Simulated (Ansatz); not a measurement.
System: CF$_{2}$, charge 0, singlet. CF2 (SMILES F[C]F).
B3LYP-D3(BJ)/def2-TZVP minimum from Ansatz (a first-principles code):
```xyz
3

F     -1.0201    -0.2528     0.0305
C     -0.0313     0.5961     0.0011
F      1.0410    -0.1446    -0.0312
```
Charge 0, spin multiplicity 1.

Quantity: atomisation energy (electronic, to ground-state atoms), in kcal/mol. Open shells are spin-unrestricted; no spin-orbit coupling. CBS(X,Y): correlation extrapolated as X^-3, Hartree-Fock from the larger set (Q,5: extrapolated as (X+1)exp(-9√X)). A bracket is a step between two methods taken in the basis named. Functionals run without relativity, which enters their misses. 'core' is core correlation in cc-pwCVTZ, 'X2C' scalar relativity in cc-pVTZ-DK, both at CCSD(T). The restricted determinant of CF2 (F[C]F, singlet) is unstable towards broken spin symmetry in at least one set run.

CCSD(T)/CBS(cc-pVQZ,cc-pV5Z) + [CCSDT(Q) - CCSD(T)]/cc-pVTZ + [CCSDTQ - CCSDT(Q)]/cc-pVDZ + core + X2C (Ansatz) gives 258.6 kcal/mol.

How far off this value is PBE/def2-TZVPD (Ansatz), in which direction, and which of these levels come nearer: r2SCAN/def2-TZVPD, PBE0/def2-TZVPD, wB97M-V/def2-TZVPD, CCSD(T)/CBS(cc-pVQZ,cc-pV5Z) + core + X2C?

PBE gives 276.2 kcal/mol, 17.6 kcal/mol above it. Differences of the others: r2SCAN/def2-TZVPD (Ansatz) 0.3; PBE0/def2-TZVPD (Ansatz) -0.8; wB97M-V/def2-TZVPD (Ansatz) 2.5; CCSD(T)/CBS(cc-pVQZ,cc-pV5Z) + core + X2C (Ansatz) -0.2 kcal/mol. Nearer than PBE: r2SCAN/def2-TZVPD, PBE0/def2-TZVPD, wB97M-V/def2-TZVPD, CCSD(T)/CBS(cc-pVQZ,cc-pV5Z) + core + X2C.
